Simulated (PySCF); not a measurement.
An unknown shows these calculated signals:

1H NMR (600 MHz, computed): δ 9.26 (m, 1H), 3.25 (s, 3H).

13C{1H} NMR (computed): δ 159.9 (C), 146.0 (CH), 133.4 (C), 125.4 (C), 22.6 (CH3).

[PySCF 2.14: shieldings: GIAO PBE0/pcSseg-1; geometry: GFN2-xTB; one averaged value for each set of equivalent atoms; relativity neglected; in vacuum; one conformer]

Referencing at the same level of theory: 1H and 13C vs TMS.

Q: Which of these does the molecule contain: a heteroaromatic ring, a vinyl group CH=CH2, an NH or NH2 group, a CF3 group, a ketone?

A: 
- A heteroaromatic ring: yes.
- A vinyl group CH=CH2: no.
- An NH or NH2 group: no.
- A CF3 group: yes (δC 133.4).
- A ketone: no.

The data belong to `InChI=1S/C5H4F3N3/c1-3-4(5(6,7)8)2-9-11-10-3/h2H,1H3`; they needn't prove each group on their own.

Carbon signals by region: 4 in the sp2 and nitrile region (100–160 ppm), 1 below 50 ppm.

Splittings by 19F in the carbon and heteronuclear signals aren't shown, as no couplings were computed. Shifts are as computed. Against solution values, carbons near 30 ppm lie about +3 ppm off and those near 130 ppm about +5 ppm. Of 1211 compounds with measured shifts, 218 miss one by over three times the rms of a fit or turn the order of signals round; such compounds aren't used in these exercises. Multiplicities follow the n + 1 count of equivalent neighbours, as no J values were calculated; m marks all less simple cases, F and P coupling included.
